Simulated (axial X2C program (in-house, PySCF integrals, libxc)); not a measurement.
Ionising the radicals of a process plasma

Calculated with an axial X2C code built on PySCF integrals, spin-free (one-electron X2C) or two-component (2c: spin–orbit coupling with atomic mean-field Coulomb and Gaunt terms, which also bring small scalar terms), in Dyall basis sets with cores contracted in-house; open shells are unrestricted.

Level CCSD(T), spin-free. Basis sets: Al dyall-v3z, Br dyall-cv3z, C dyall-v3z, Cl dyall-av3z, Co dyall-cv3z, F dyall-av3z, Ge dyall-cv3z, H dyall-v3z, In dyall-cv3z, P dyall-v3z, Si dyall-v3z, Ti dyall-cv3z. Frozen shells (counts by l): TiH Ti 2s1p, H none, 13 electrons correlated; TiCl Ti 3s2p, Cl 2s1p, 11 electrons correlated; InSi In 4s3p2d, Si 2s1p, 7 electrons correlated; GeBr Br 3s2p1d, Ge 3s2p1d, 11 electrons correlated; Ge₂ Ge 3s2p1d, 8 electrons correlated; CoC Co 3s2p, C 1s, 13 electrons correlated; InBr In 4s3p2d, Br 3s2p1d, 10 electrons correlated; AlBr Br 3s2p1d, Al 2s1p, 10 electrons correlated; PF P 2s1p, F 1s, 12 electrons correlated. Coupled cluster in natural virtuals with an MP2 remainder. Where the outer core of a metal is frozen, bonds come out longer and ionisation energies lower.

```csv
species,state,ion state,adiabatic IE with zero-point terms (eV),D0 (eV),D0 of the ion (eV)
TiH,"M_S = 3/2, Λ = 3","M_S = 1, Λ = 3",6.51,n/a,n/a
TiCl,"M_S = 3/2, Λ = 3","M_S = 1, Λ = 2",6.86,n/a,n/a
InSi,"M_S = 3/2, Λ = 0","M_S = 1, Λ = 1",7.01,2.11,0.59
GeBr,"M_S = 1/2, Λ = 1","M_S = 0, Λ = 0",7.12,3.39,4.08
Ge₂,"M_S = 1, Λ = 0","M_S = 3/2, Λ = 0",7.46,2.64,2.99
CoC,"M_S = 1/2, Λ = 2","M_S = 1, Λ = 2",7.83,n/a,n/a
InBr,"M_S = 0, Λ = 0","M_S = 1/2, Λ = 0",8.97,4.01,0.52
AlBr,"M_S = 0, Λ = 0","M_S = 1/2, Λ = 0",9.02,4.45,1.37
PF,"M_S = 1, Λ = 0","M_S = 1/2, Λ = 1",9.60,4.36,5.21
```

Task: Which of these can a metastable argon atom (³P2, 11.55 eV, NIST) ionise on energy grounds?

Result: At CCSD(T), spin-free, IE lies below 11.55 eV for TiH, TiCl, InSi, GeBr, Ge₂, CoC, InBr, AlBr, PF.

Task: Which of these can a metastable xenon atom (³P2, 8.32 eV, NIST) ionise on energy grounds?

Result: At CCSD(T), spin-free, IE lies below 8.32 eV for TiH, TiCl, InSi, GeBr, Ge₂, CoC.

Task: Give the threshold for dissociative ionisation to the lowest fragments, IE + D0(ion).

Result: At CCSD(T), spin-free: InSi → In+ + Si: 7.60 eV; GeBr → Br + Ge+: 11.20 eV; Ge₂ → Ge+ + Ge: 10.45 eV; InBr → In+ + Br: 9.49 eV; AlBr → Br + Al+: 10.39 eV; PF → P+ + F: 14.81 eV.

Each entry is the lowest single determinant of a limited PBE0 search at one distance. De goes to single-determinant-based atoms at the same level (for ions the charge split of lowest energy) and is withheld (n/a) where an atom does not fit its ground term or J level. Main or longest-lived isotopes. One determinant is a doubtful description, or other states lie close, for TiH, TiH⁺, TiCl, TiCl⁺, InSi, InSi⁺, Ge₂, Ge₂⁺, CoC, CoC⁺; these need not be ground states, and all values refer to the states named. These values were not checked against measured ones; errors of some tenths of an eV are usual, and D0 of doubtful transition-metal species is not given. Spin-free thresholds lack the spin–orbit lowering of heavy atomic ions, up to half an eV for Sn⁺ or Sb⁺.
